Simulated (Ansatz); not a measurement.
Basis-set series for CH₅GeS (`C[S][GeH2]`) radical. Charge 0, multiplicity 2. All single points use the PBE0-D4/def2-TZVP geometry.

```xyz
8

C    -1.027   -0.228   -0.858
S    -0.483   -0.846    0.757
Ge    1.545    0.019    0.857
H    -0.441   -0.669   -1.663
H    -0.965    0.859   -0.903
H    -2.068   -0.529   -0.974
H     1.461    1.516    0.451
H     1.980   -0.123    2.334
```

```json
{"functional": "PBE0-D4", "basis": "def2-SVP", "functions": "89", "energy (Eh)": "-2515.42110", "HOMO (eV)": "-5.75", "LUMO (eV)": "-2.74"}
{"functional": "PBE0-D4", "basis": "def2-QZVPP", "functions": "366", "energy (Eh)": "-2515.92790", "HOMO (eV)": "-5.85", "LUMO (eV)": "-2.83"}
{"functional": "ωB97M-V", "basis": "def2-SVP", "functions": "89", "energy (Eh)": "-2515.69282", "HOMO (eV)": "-7.69", "LUMO (eV)": "-0.92"}
{"functional": "ωB97M-V", "basis": "def2-QZVPP", "functions": "366", "energy (Eh)": "-2516.19966", "HOMO (eV)": "-7.80", "LUMO (eV)": "-1.13"}
```

**Question.** Give the rows for def2-TZVPP. (An estimate is asked.)

**Answer.** The calculation gave: 
```
functional       basis  functions  energy (Eh)  HOMO (eV)  LUMO (eV)
   PBE0-D4  def2-TZVPP        191  -2515.86834      -5.82      -2.78
   ωB97M-V  def2-TZVPP        191  -2516.14150      -7.77      -1.03
```

HOMO and LUMO are taken over both spins. Scalar relativity is left out up to krypton.

Program: Ansatz 0.2.0.
